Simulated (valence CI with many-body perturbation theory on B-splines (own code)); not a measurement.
# Questions on Ba17+

Computed by valence CI with perturbative core correlation (CI+MBPT): three valence electrons over a frozen Dirac-Fock core [Kr], a basis of 7 s, 7 p, 8 d, 6 f, 4 g, 1 h functions for each j, with the one-electron correlation potential Σ1, the two-electron term Σ2, the three-electron term Σ3, Breit, model QED; selected CI, second order for the rest, scaled by the run's own slope (own B-spline code, finite nucleus).

No measured levels were compared; by estimate terms of the open shell hold to 2 to 4 % of their energy, and close levels can change places. Only levels of the ground parity were solved; by the run's estimate the other parity begins above the list, which can be wrong where configurations are misplaced.

Names give the largest LS component (configuration and term), which can be under half, so a name can repeat, a term be missing and a line seem to break the LS rules; names also repeat where a configuration has a term twice.

Rates and lifetimes use the calculated energies. Strong lines usually hold to 10 to 20 %, long lifetimes can be off by a factor of two.

Task: What is the ground level?

Result: 4d3 4F_3/2, composition 80 % 4d3 4F + 16 % 4d3 2D + 2 % 4d3 2P, g = 0.498.

Task: What is the ionisation energy?

Result: 455.72 eV; NIST lists 455 ± 3 eV (theoretical).

Task: How well does LS coupling describe the low levels?

Result: Among the lowest 19 levels the leading LS term, summed over configurations, holds 76 % on average. For single configurations the figures are 75 % in LS and 78 % in jj coupling. Terms mix most in the J = 3/2 level at 65342 cm⁻¹, where the leading one holds 46 %.
